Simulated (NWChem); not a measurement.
Species: Si$_{2}$H$_{4}$ClF; SMILES [SiH3][Si@H](F)Cl

```xyz
8

F      1.8408     0.3037     0.3987
Si     0.4516     0.1362    -0.4257
Si    -0.5195    -1.9216     0.1154
Cl    -0.8309     1.6354     0.1785
H      0.7622     0.3499    -1.8641
H      0.3893    -3.0428    -0.2703
H     -0.7763    -1.9594     1.5851
H     -1.8095    -2.0480    -0.6268
```
Atoms are numbered in this order, from 1.

The geometry was optimised at PBE0/def2-SVP.

Q: Give the principal values of the shielding tensors (ppm) of F1, Si2, Si3, Cl4 from PBE0/pcSseg-1, GIAO (NWChem), with their diamagnetic and paramagnetic parts as GIAO splits them.

A: 
| atom | σ11 | σ22 | σ33 | isotropic | diamagnetic | paramagnetic |
|---|---|---|---|---|---|---|
| F1 | 265.2 | 330.9 | 421.9 | 339.4 | 473.0 | -133.7 |
| Si2 | 275.2 | 330.6 | 353.6 | 319.8 | 878.5 | -558.7 |
| Si3 | 450.6 | 452.7 | 463.6 | 455.7 | 880.9 | -425.2 |
| Cl4 | 664.9 | 944.7 | 1002.8 | 870.8 | 1148.6 | -277.8 |
